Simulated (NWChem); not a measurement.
Molecule: C2H7GeN; SMILES [GeH3]/[N]=C\C

```xyz
11

C      0.7536     2.3112     0.0008
C     -0.6355     1.7186     0.0003
N     -1.0230     0.5093    -0.0005
Ge     0.0589    -1.0193    -0.0016
H      1.5390     1.5519    -0.0016
H      0.8805     2.9577    -0.8777
H      0.8816     2.9533     0.8823
H     -1.4304     2.4837     0.0009
H     -0.3404    -1.8115    -1.2661
H      1.6013    -0.8021    -0.0025
H     -0.3388    -1.8123     1.2631
```
Atoms are numbered in this order, from 1.

Computed with NWChem. Pople sets run with spherical d functions. All runs use the structure optimised with B3LYP/6-31G* (spherical d). B3LYP is NWChem's, with the RPA form of VWN correlation. GIAO values for the isolated, static molecule; σ is the absolute isotropic shielding, δ = σ(reference) − σ with the isolated reference molecule computed at the same levels (13C: tetramethylsilane, 1H: tetramethylsilane, 15N: ammonia).

| level | δ C1 (ppm) | δ C2 (ppm) | δ N3 (ppm) | σ Ge4 (ppm) | δ H5 (rotor mean) (ppm) | δ H8 (ppm) | δ H9 (rotor mean) (ppm) |
|---|---|---|---|---|---|---|---|
| Hartree-Fock/6-31G* | 24.4 | 169.6 | 341.5 | 1783.7 | 1.79 | 8.62 | 5.14 |
| LDA (Slater exchange, VWN5)/pcSseg-1 | ___ | ___ | ___ | ___ | ___ | 9.02 | ___ |
| B3LYP/6-311G** | 26.0 | 179.4 | 391.0 | 1495.7 | 1.94 | 9.02 | 5.42 |

Q: Complete the blanks.

A: 
- LDA (Slater exchange, VWN5)/pcSseg-1, δ C1 (ppm): 27.8
- LDA (Slater exchange, VWN5)/pcSseg-1, δ C2 (ppm): 187.6
- LDA (Slater exchange, VWN5)/pcSseg-1, δ N3 (ppm): 405.9
- LDA (Slater exchange, VWN5)/pcSseg-1, σ Ge4 (ppm): 1445.4
- LDA (Slater exchange, VWN5)/pcSseg-1, δ H5 (rotor mean) (ppm): 2.01
- LDA (Slater exchange, VWN5)/pcSseg-1, δ H9 (rotor mean) (ppm): 5.58
